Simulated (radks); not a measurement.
In XLV, configuration [He] 2s2 2p1.

Method: Dirac Kohn-Sham, LDA (Slater exchange, Perdew-Zunger correlation), spin-unpolarised, spherical densities, finite nucleus; open shells fill j = l - 1/2 first; Fermi nuclear charge, rms radius 4.6156 fm; computed with a radial shooting solver on a logarithmic mesh with Libxc functionals.

Energy parts (eV):
part                       energy
total                  -89733.589
kinetic                 96349.918
electron-nucleus      -189409.284
Hartree                  4505.713
exchange-correlation    -1179.936

Orbitals (lengths in bohr, moments of r in powers of bohr; r(max) is where P^2 peaks; r(90%) holds 90 % of the orbital's charge):
orbital,occ.,eigenvalue (eV),<r>,r(max),r(90%),<r^4>
1s1/2,2,-31668.96,0.02962,0.01921,0.0532,3.645e-06
2s1/2,2,-7472.602,0.1214,0.1052,0.187,0.0005022
2p1/2,1,-7333.469,0.1015,0.08015,0.165,0.0003038
2p3/2,0,-7089.570,0.1061,0.08423,0.171,0.0003497

The highest occupied level is 2p1/2 at -7333.5 eV. For comparison, the ionisation energy in NIST's Atomic Spectra Database is 7442 eV (semi-empirical). In exact Kohn-Sham theory the highest level is minus the ionisation energy, but local and semilocal functionals leave it too shallow, through self-interaction and a potential that decays too fast; potentials with the right tail come closer. Summed over all electrons, <r^2> = 0.04956 bohr^2, which gives a Langevin (diamagnetic) susceptibility term of -0.0392 x 10^-6 cm^3/mol. The electron density at the nucleus is 1.727e+05 e/bohr^3. The density falls to 0.001 e/bohr^3 at r = 0.43 bohr.

Beside tabulated values, note that spin-unpolarised runs miss the spin-polarisation part of the exchange energy of open shells.
